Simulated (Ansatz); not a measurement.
# What each rung costs, and what it gives

Saddle point of ZrH$_{2}$Cl$_{4}$, closed shell (ZrCl₄ ([Cl][Zr]([Cl])([Cl])[Cl]) + H₂ → ZrHCl₃ ([Cl][ZrH]([Cl])[Cl]) + HCl (still joined by a long Zr–Cl bond); bonds formed: Zr1–H7, Cl2–H6; bonds broken: H6–H7; bonds weakened to dative contacts: Zr1–Cl2), PBE0-D4/def2-TZVP structure:

| atom | x (Å) | y (Å) | z (Å) |
| --- | --- | --- | --- |
| Zr1 | -0.3141 | 0.4489 | -0.3923 |
| Cl2 | 0.7298 | -2.0507 | 0.7523 |
| Cl3 | 0.9227 | -0.1638 | -2.2685 |
| Cl4 | -2.3885 | -0.5623 | -0.0676 |
| Cl5 | -0.7748 | 2.6977 | -0.6691 |
| H6 | 1.1311 | -1.0699 | 1.5001 |
| H7 | 0.6939 | 0.7002 | 1.1452 |

Barriers are electronic and count from the start structure reached by relaxing down the imaginary mode.

Computed with Ansatz 0.2.0 (basis: as named in each row); correlated methods freeze the cores. Core potentials replace the inner electrons of the atoms past krypton. B3LYP uses VWN-RPA correlation. Extrapolation: Hartree–Fock as exp(−7.88 √X), correlation as X^−2.97.

Times are rough, for one single point on 8 threads of a shared host (Arm Neoverse V2).

The estimate by CCSD(T) at an estimated basis limit (MP2 extrapolated from triple and quadruple zeta, plus CCSD(T) − MP2 in triple zeta) is 41.55 kcal/mol.

```tsv
method	basis	time (s)	barrier (kcal/mol)	method less estimate
SPW92	def2-SVP	under 1	34.84	-6.71
PBE-D4	def2-SVP	under 1	39.45	-2.10
PBE0-D4	def2-SVP	1	39.20	-2.35
SPW92	def2-TZVPP	1	35.15	-6.40
PBE-D4	def2-TZVPP	2	40.45	-1.10
BLYP-D4	def2-TZVPP	2	42.01	0.45
B3LYP-D4	def2-TZVPP	2	41.65	0.10
BHLYP-D4	def2-TZVPP	2	41.33	-0.23
PBE0-D4	def2-TZVPP	3	40.26	-1.29
CAM-B3LYP-D4	def2-TZVPP	3	40.55	-1.00
r2SCAN-D4	def2-TZVPP	3	42.31	0.76
RPA on PBE	def2-TZVPP	4	39.86	-1.69
r2SCAN0-D4	def2-TZVPP	4	41.51	-0.04
B2PLYP	def2-TZVPP	4	43.04	1.49
CCSD(T)	def2-SVP	4	40.35	-1.20
PBE-QIDH	def2-TZVPP	4	41.51	-0.04
wB97M-V	def2-SVP	4	37.93	-3.62
wB97X-V	def2-TZVPP	6	40.39	-1.16
B97M-V	def2-TZVPP	6	39.58	-1.97
wB97M-V	def2-TZVPP	7	39.90	-1.65
MP2	def2-QZVPP	8	43.90	2.35
CCSD(T)	def2-TZVPP	130	40.79	-0.76
```

All methods are single points on the PBE0-D4 structures.

No T1 diagnostic of these runs exceeds 0.017.

Labels in which every atom is bracketed show which atoms are joined, not bond orders.
